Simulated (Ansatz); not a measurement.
`CSC(O)=S` + H₂Te → `OC(=S)[TeH]` + CH₃SH  (substitution at a C–S bond)

Computed with Ansatz on PBE0-D4/def2-TZVP structures; ΔE is electronic, products minus reactants. CCSD(T)/CBS adds triple-zeta CCSD(T) − MP2 to the extrapolated MP2 energy (def2 sets, frozen cores). This one scheme is used for every species. Functionals use def2-TZVPP. B3LYP here is the variant with VWN-RPA as its local correlation; programs differ in this. Elements past krypton have def2 core potentials. For Te outer-core shells are correlated without core-valence functions, which leaves a few kJ/mol of doubt a bond. Each species was taken in one conformer, which may not be the lowest.

`CSC(O)=S`:

Z-matrix (Å, degrees):
```
C
S 1 1.786
H 1 1.089 2 110.1
H 1 1.089 2 110.1 3 121.1
H 1 1.091 2 105.9 3 -119.4
C 2 1.749 1 102.5 3 -60.5
S 6 1.620 2 126.6 1 0.0
O 6 1.337 2 111.8 1 -180.0
H 8 0.968 6 111.0 2 0.0
```

H₂Te:

Z-matrix (Å, degrees):
```
Te
H 1 1.656
H 1 1.656 2 90.4
```

`OC(=S)[TeH]`:

```xyz
6

O    -0.430   -1.444    0.484
C     0.172   -0.448   -0.170
S     1.268   -0.723   -1.314
Te   -0.475    1.490    0.464
H    -1.061   -1.124    1.140
H     0.526    2.250   -0.604
```

CH₃SH:

```xyz
6

C     0.362    0.271   -0.191
S    -0.846   -1.071   -0.175
H    -0.122    1.246   -0.143
H     0.890    0.193   -1.141
H     1.086    0.168    0.617
H    -1.370   -0.807    1.032
```

Problem. Is it downhill or uphill in electronic energy at CCSD(T)/CBS, and by how much? (Best estimate.)

Solution. The calculation gave: Uphill: ΔE = +27.5 kJ/mol.

Problem. What do these levels give: r2SCAN-D4, B3LYP-D4, PBE0, CCSD/def2-TZVPP, MP2/def2-QZVPP, HF/CBS(def2)? (Estimate.)

Solution. The calculation gave: r2SCAN-D4 37.1, B3LYP-D4 31.9, PBE0 36.3, CCSD/def2-TZVPP 30.7, MP2/def2-QZVPP 27.8, HF/CBS(def2) 33.5 kJ/mol.

Largest T1 diagnostic among the species: 0.016.

From PBE to PBE0 (25 % exact exchange), in def2-TZVPP and without D4, ΔE moves by +3.8 kJ/mol. In def2-TZVPP, CCSD(T) changes the Hartree–Fock value by −4.4 kJ/mol (the triples alone add −0.0 kJ/mol) and MP2 by −5.1 kJ/mol.
